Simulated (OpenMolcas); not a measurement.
**V2+: moving or changing the point charges**

V2+ among 4 point charges of -1 e arranged as a tetrahedron (Td), 1.72 Å from the ion.
```
   0.9930    0.9930    0.9930  -1.00
   0.9930   -0.9930   -0.9930  -1.00
  -0.9930    0.9930   -0.9930  -1.00
  -0.9930   -0.9930    0.9930  -1.00
```

| Item | Value |
| --- | --- |
| Program | OpenMolcas |
| Method | CASSCF |
| Basis | ANO-RCC-VDZP [5s4p2d1f] |
| Scalar Hamiltonian | DKH2, point nucleus |
| Active space | 3 electrons in 5 orbitals (3d) |
| State averaging | 2S+1 = 4 even, 10 roots; 2S+1 = 2 even, 40 roots |
| Spin-orbit coupling | state interaction with AMFI integrals over the reference wave functions |

Runs around this geometry, states (labels of Td). Energies in cm-1 above the lowest state or level, χT in cm3 K/mol; under a threefold ground state the first gap can be a small split of the lowest multiplet, not the spin-orbit step; 10Dq and B are least-squares fits to the states below 45000 cm-1, weighted by degeneracy, with a free offset, and given where the rms deviation is under 5 % of |10Dq| (or 100 cm-1) and under 700 cm-1; 10Dq is negative for this site.

```json
{"R (Å)": "1.72", "q (e)": "-0.65", "Ground state": "4T1", "First state of that spin": "4T2 1737", "10Dq": "-2162", "B (rms of fit)": "930 (79)", "First gap with spin-orbit (degeneracies)": "28.6 (4, 2)", "χT at 300 K": "1.626", "First state of another spin": "2E 14181"}
{"R (Å)": "1.63", "q (e)": "-1", "Ground state": "4T1", "First state of that spin": "4T2 2731", "10Dq": "", "B (rms of fit)": "", "First gap with spin-orbit (degeneracies)": "18.2 (4, 2)", "χT at 300 K": "1.695", "First state of another spin": "2E 12735"}
{"R (Å)": "1.72", "q (e)": "-1", "Ground state": "4T1", "First state of that spin": "4T2 2329", "10Dq": "", "B (rms of fit)": "", "First gap with spin-orbit (degeneracies)": "21.5 (4, 2)", "χT at 300 K": "1.667", "First state of another spin": "2E 13341"}
{"R (Å)": "1.89", "q (e)": "-1", "Ground state": "4T1", "First state of that spin": "4T2 1681", "10Dq": "-2059", "B (rms of fit)": "923 (94)", "First gap with spin-orbit (degeneracies)": "29.2 (4, 2)", "χT at 300 K": "1.627", "First state of another spin": "2E 14175"}
```

Taking the first state of the same spin as R^-n, n = -ln(1681 / 2731) / ln(1.89 / 1.63) = 3.3 between the shortest and longest distance.

Scaling the charges by -0.65 / -1 = 0.65 scales the first state of the same spin by 1737 / 2329 = 0.75; with fixed orbitals a first-order splitting would follow the charge.

An orbital triplet at a regular site is open to Jahn-Teller coupling, which can distort the site and quench the lowest spin-orbit gaps and is left out. Without dynamic correlation the repulsion within the d shell is too large (B by tens of per cent), so at a given field states of lower spin stand too high. The ground term spreads over less than 5000 cm-1, several times less than with real ligands, so orbital moments are less quenched and χT lies further from the spin-only value than at real sites (holds for R = 1.72, q = -0.65; R = 1.89, q = -1). Point charges carry no covalency, so the field is a model and not that of real ligands. No measured value stands beside these numbers.
